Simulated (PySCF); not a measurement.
C₄H₇BFN, SMILES CB(F)C=C=CN.

Coordinates come from a B3LYP-D3(BJ)/def2-SVP optimisation. The structure was generated by enumeration; whether it is a known compound was not checked. The values are those of a single conformer.

Computed with TDDFT-M06-2X/def2-SVPD run with PySCF.

Vertical excitations. The molecule is in vacuum.

```
state  energy (eV)  λ (nm)      f                                            main pairs
-----  -----------  ------  -----  ----------------------------------------------------
S1            3.47     357  0.001                                        HOMO→LUMO 95 %
S2            5.65     219  0.002                    HOMO→LUMO+1 63 %, HOMO→LUMO+2 31 %
S3            6.28     198  0.065   HOMO−2→LUMO 45 %, HOMO−1→LUMO 27 %, HOMO→LUMO+1 7 %
S4            6.33     196  0.084  HOMO−1→LUMO 54 %, HOMO−2→LUMO 20 %, HOMO→LUMO+3 14 %
S5            6.53     190  0.002  HOMO→LUMO+2 46 %, HOMO→LUMO+1 16 %, HOMO−2→LUMO 12 %
S6            6.67     186  0.121                    HOMO→LUMO+4 71 %, HOMO→LUMO+3 11 %
S7            6.70     185  0.611  HOMO→LUMO+3 58 %, HOMO−1→LUMO 11 %, HOMO→LUMO+4 10 %
S8            7.13     174  0.004                                    HOMO−1→LUMO+3 83 %
S9            7.19     172  0.014   HOMO→LUMO+5 55 %, HOMO→LUMO+6 10 %, HOMO→LUMO+3 8 %
S10           7.42     167  0.021                                      HOMO→LUMO+7 72 %
T1            3.25     381      0                                        HOMO→LUMO 94 %
T2            4.21     294      0                    HOMO−1→LUMO 74 %, HOMO→LUMO+3 15 %
T3            4.63     268      0                    HOMO→LUMO+3 65 %, HOMO−1→LUMO 18 %
T4            5.59     222      0                    HOMO→LUMO+1 56 %, HOMO→LUMO+2 30 %
```
Triplets are in the Tamm–Dancoff approximation, which puts them higher than full response would, so one can lie above its singlet here.
